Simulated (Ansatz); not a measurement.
## Ligand exchange: Cd(CH3)(NH2) + Zr(NH2)4 → Cd(NH2)2 + Zr(CH3)(NH2)3

Species: Cd(CH3)(NH2), singlet; Zr(NH2)4, singlet; Cd(NH2)2, singlet; Zr(CH3)(NH2)3, singlet. The partners trade CH3 for NH2: Cd–CH3 and Zr–NH2 bonds give way to Cd–NH2 and Zr–CH3.

Shapes, held fixed at every level: PBE0-D4/def2-TZVP. Flexible molecules stand in one conformer, not always the lowest. Programs: Ansatz 0.2.0. Electronic energies: no zero-point or thermal term.

Q: Estimate ΔE of this reaction.

A: The highest level, CCSD(T)/def2-TZVPP, gives ΔE = +98.7 kJ/mol; the levels span +97.3 to +106.2. The column of differences is taken from that level and isn't an error. No measured value is set beside it here. For atoms past krypton def2 sets carry core potentials with scalar relativity. Outer-core shells of Cd, Zr are correlated, in sets that cover them unevenly.

| level | kind | ΔE (kJ/mol) | less CCSD(T)/def2-TZVPP |
| --- | --- | --- | --- |
| B3LYP-D4/def2-TZVPP | global hybrid | +99.1 | +0.4 |
| BHLYP-D4/def2-TZVPP | global hybrid | +100.7 | +2.0 |
| wB97X-V/def2-TZVPP | range-separated hybrid | +97.3 | -1.4 |
| B2PLYP/def2-TZVPP | double hybrid | +99.5 | +0.8 |
| MP2/def2-SVP | perturbation theory | +106.2 | +7.5 |
| CCSD(T)/def2-SVP | coupled cluster or CI | +103.5 | +4.8 |
| CCSD/def2-SVP | coupled cluster or CI | +103.9 | +5.2 |
| CCSD(T)/def2-TZVPP | coupled cluster or CI | +98.7 | 0.0 |
